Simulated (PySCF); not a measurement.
Calculation: PBE-D3(BJ)/def2-TZVP // M06-2X/def2-TZVP in PySCF. All species are isolated molecules in the gas phase. One relaxed conformer stands for a flexible species; it need not be the lowest. Delta-SCF ions had no search for a lower state. 

Reference species (SMILES): `B` (neutral, multiplicity 1).

```
Property                                   Value
--------------------------------------  --------
HOMO                                    -8.49 eV
LUMO                                    -3.04 eV
vertical ionisation energy (Delta-SCF)  12.91 eV
```

Changed species: `BS` (X = mercapto; the reference has X = H).

Question: Predict the effect on the HOMO, LUMO and vertical ionisation energy (Delta-SCF).

Answer: the HOMO goes up by 1.16 eV, to -7.33 eV; the LUMO rises by 0.77 eV, to -2.27 eV; the vertical ionisation energy (Delta-SCF) falls by 1.89 eV, to 11.02 eV.
